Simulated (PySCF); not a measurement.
**How the method changes the constants of SiHg⁻**

State: ⁴Σ⁻ (quartet), unpaired electrons σ ↑, π ↑↑. Set-up: Si def2-SVPD, Hg def2-SVPD with ECP60; scalar-relativistic core potentials (PySCF 2.14). De refers to Si⁻ + Hg in their high-spin ground configurations, without counterpoise correction. The functionals are run spin-unrestricted. A positive dipole points towards Hg; it is taken about the centre of mass and depends on that origin. Levels whose curve was spin-contaminated or gave no clean fit are not listed.

| Level | Re (Å) | ωe (cm⁻¹) | De (eV) | μ (D) | CPU s a point (SCF and correlation, without the integrals) |
| --- | --- | --- | --- | --- | --- |
| UHF-MP2 | 2.878 | 118 | n/a | n/a | 0.44 |
| UHF-SCS-MP2 | 2.978 | 102 | n/a | n/a | n/a |
| UHF-CCSD | 2.977 | 107 | n/a | n/a | n/a |
| UHF-CCSD(T) | 2.917 | 116 | n/a | n/a | 17 |
| PBE | 2.784 | 142 | n/a | 6.56 | 0.6 |
| PBEsol | 2.696 | 166 | n/a | 6.10 | 0.43 |
| revPBE | 2.854 | 124 | n/a | 7.00 | 0.43 |
| PW91 | 2.779 | 144 | n/a | 6.54 | 0.46 |
| r²SCAN | 2.749 | 145 | n/a | 6.53 | 0.75 |
| PBE0 | 2.791 | 139 | n/a | 6.72 | 1.1 |
| HSE06 | 2.793 | 140 | n/a | 6.66 | 1 |

The bond length runs from 2.696 Å (PBEsol) to 2.978 Å (UHF-SCS-MP2).

Correlated steps freeze 5 core orbitals. These are scalar-relativistic numbers at best; spin–orbit coupling would shift them, the dissociation energy most. The highest Kohn–Sham level is positive in this anion. Much of that is self-interaction error, but it also means that the finite basis helps to hold the extra electron. The state is the lowest determinant that a PBE0 search found; another state may lie lower at other levels.

The whole job (state search and all levels along the bond) took about 4.1 min on 1 thread of Oxide Virtual Turin-like (shared host), peak memory 0.83 GiB.
